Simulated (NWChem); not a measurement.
# C$_{2}$H$_{4}$BFO$_{2}$; SMILES C(OB(C)F)=O

```xyz
10

C     -1.5557     0.7009     0.0000
B     -0.0013     0.8559     0.0000
F      0.5767     2.0538     0.0000
O      0.9391    -0.1747     0.0000
C      0.6701    -1.5064     0.0000
O     -0.4155    -2.0209     0.0000
H     -1.8927     0.1262    -0.8708
H     -2.0544     1.6745     0.0000
H     -1.8927     0.1262     0.8708
H      1.6194    -2.0619     0.0000
```
Atoms are numbered in this order, from 1.

All runs: NWChem. STO-3G and 3-21G are far too small for this property and stand as cheap habits. The geometry was optimised at B3LYP/6-31G* (spherical d). GIAO values for the isolated, static molecule; σ is the absolute isotropic shielding, δ = σ(reference) − σ with the isolated reference molecule computed at the same levels (11B: boron trifluoride, 13C: tetramethylsilane, 19F: trichlorofluoromethane, 1H: tetramethylsilane, 17O: water).

For level Hartree-Fock/STO-3G:

```yaml
"δ C1 (ppm)": 6.6
"δ F3 (ppm)": 8.5
"δ O4 (ppm)": 107.3
"δ C5 (ppm)": 132.2
```

### Question
How do the values read with level BHandHLYP/pcSseg-1 instead?

### Answer
- δ C1 (ppm) = 1.3
- δ F3 (ppm) = -59.9
- δ O4 (ppm) = 261.2
- δ C5 (ppm) = 169.1
